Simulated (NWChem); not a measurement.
System: SnCl₃ anion; SMILES [Cl][Sn-]([Cl])[Cl]

Program: NWChem. Sets without diffuse functions describe the anion's extra electron poorly. Geometry: optimised at B3LYP/def2-SVPD. Not confirmed as a minimum by frequencies. def2 effective core potentials on Sn; no spin-orbit coupling.

Problem. Taking TPSS/def2-TZVPP as the yardstick, which of these has the fewest basis functions while keeping “highest occupied level (eV)” within 0.05 eV of it: TPSS/def2-SVPD; TPSS/def2-SVP; TPSS/def2-TZVP?

Solution. TPSS/def2-TZVP.
```csv
level,basis functions,highest occupied level (eV)
TPSS/def2-SVP,80,-1.41
TPSS/def2-SVPD,113,-2.15
TPSS/def2-TZVP,161,-1.88
TPSS/def2-TZVPP,176,-1.88
```

The yardstick is one finite set, not the basis-set limit.
